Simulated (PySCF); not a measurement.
PySCF job for TlI, SMILES [I][Tl], B3LYP-D3(BJ)/def2-TZVP. Geometry optimised at B3LYP-D3(BJ)/def2-TZVP. The def2 effective core potentials stand for the cores of I, Tl; spin–orbit coupling is left out.

```python
import numpy as np
from pyscf import gto, scf, dft, df
from pyscf.hessian import thermo

mol = gto.M(
    atom='''
    Tl    0.00000000    0.00000000   -1.13760243
    I     0.00000000    0.00000000    1.73859995
    ''',
    basis='def2-TZVP',
    ecp={'I': 'def2-tzvp', 'Tl': 'def2-tzvp'},
    charge=0,
    spin=0,
    max_memory=1600,
    verbose=3,
)
mf = dft.RKS(mol, xc='b3lyp').density_fit(auxbasis='def2-universal-jkfit')
mf.disp = 'd3bj'
mf.grids.level = 3
mf.conv_tol = 1e-11
mf.max_cycle = 100
mf.kernel()

# [left out here: the lines that compute and print the analytic Hessian (its translational invariance restored by hand, since the grid's response is missing), thermochemistry and intensities]
```

Program output:

```
converged SCF energy = -470.477413590917

WARN: DFTD3 does not support analytical Hessian, using finite difference


WARN: Mole.unit (angstrom) is changed to Bohr

Mode                                 0
Irrep
Freq [cm^-1]                      141.9000
Reduced mass [au]                 148.4631
Force const [Dyne/A]                1.7613
Char temp [K]                     204.1626
Normal mode                   x     y     z
       0  Tl                 0.00  0.00 -0.04
       1   I                 0.00  0.00  0.07
temperature 298.1500 [K]
pressure 101325.00 [Pa]
Rotational constants [GHz] inf 0.78030 0.78030
Symmetry number 1
Zero-point energy (ZPE) 0.00032 [Eh]   848.751 [J/mol]
                           tot       elec      trans        rot        vib
Entropy [J/mol/K]       275.740      0.000    181.119     82.998     11.624
Cv [J/mol/K]             28.783      0.000     12.472      8.314      7.997
Cp [J/mol/K]             37.098      0.000     20.786      8.314      7.997
Internal energy [J/mol]                      3718.434   2478.956   2575.073
Internal energy [Eh]   -470.47407  -470.47741
Enthalpy [J/mol]                             6197.391   2478.956   2575.073
Enthalpy [Eh]          -470.47313
Gibbs free energy [J/mol]                  -47803.167 -22266.925   -890.487
Gibbs free energy [Eh] -470.50444
static polarisability / bohr^3: [[ 52.053  -0.     -0.   ]
 [  0.     52.053  -0.   ]
 [ -0.     -0.    120.335]]
largest difference of analytic and finite-field dipole derivatives / e: 0.004160482723366332
mode   freq/cm-1   IR/(km/mol)   Raman/(A^4/amu)   depolarisation
   1      141.90        22.341             6.647            0.295
max |gradient| / (hartree/bohr): 4.979259408197209e-05
APT charges: [ 0.6716 -0.6717]
```

Self-consistency was reached.
